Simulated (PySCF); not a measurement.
Species: C8H5F3.
Geometry (PBE0-D3(BJ)/def2-SVP, Å), atoms numbered from 1 in this order:
```
atom  x, y, z in Å
F1     3.2988   -0.8325   -0.7087
C2     2.5266    0.1554   -0.2466
F3     2.1109    0.8725   -1.2880
F4     3.2963    0.9405    0.5126
C5     1.3757   -0.3990    0.5582
C6     0.0883   -0.7540   -0.0984
C7    -1.0158   -1.2320   -0.7737
C8    -2.1623   -0.4424   -0.5718
C9    -2.1564    0.7061    0.2365
C10   -1.0020    1.1543    0.9038
C11    0.0954    0.3503    0.6737
H12    1.7518   -0.9928    1.4063
H13   -1.0333   -2.1212   -1.4074
H14   -3.0966   -0.7281   -1.0617
H15   -3.0864    1.2700    0.3463
H16   -1.0093    2.0500    1.5287
```

Linear response at CAM-B3LYP/def2-SVPD (PySCF, frozen core in the response, non-relativistic). Geometry: PBE0-D3(BJ)/def2-SVP; no solvent, vibrations or thermal averaging.

Static isotropic polarisability: 90.04 au (13.34 Å³), principal values 60.4, 93.6, 116.1 au.

(1) What is the polarisability at 1064 nm and at the sodium D line?

(2) What is the isotropic C6 coefficient between two such molecules, C6 = (3/π)∫α(iω)² dω?

(3) Which effective excitation energy ω̄ makes London's formula C6 = (3/4)α²ω̄ exact here?

(4) How anisotropic is the static polarisability, by Δα² = ½[(α1 − α2)² + (α2 − α3)² + (α3 − α1)²]?

(5) What does −C6/R⁶ come to at R = 12 Å between centres?

(6) What three-body coefficient follows from the one-pole estimate C9 = (3/4)·α·C6?

## Answers

(1) 90.97 au at 1064 nm (+1.0 %), 93.21 au at 589.3 nm (+3.5 %). The rise at 589.3 nm is 3.42 times that at 1064 nm; a pure ω² law gives 3.26. The lowest singlet lies at 232 nm, shorter than both wavelengths.

(2) 3367 au (Eh·bohr⁶) by a ten-point quadrature over imaginary frequencies, which is 2010 eV·Å⁶ or 194 J·nm⁶/mol.

(3) ω̄ = 4·C6/(3α²) = 0.554 Eh = 15.1 eV. A one-pole form α(ω) = α/(1 − ω²/ω̄²) fitted to the 1064 nm value gives 11.6 eV.

(4) Δα = 48.5 au, or 0.54 of the isotropic value.

(5) -65 J/mol. This is the leading, orientation-averaged term; C8 and higher terms are left out.

(6) 227000 au. This is an estimate from the two numbers above, not a computed integral.
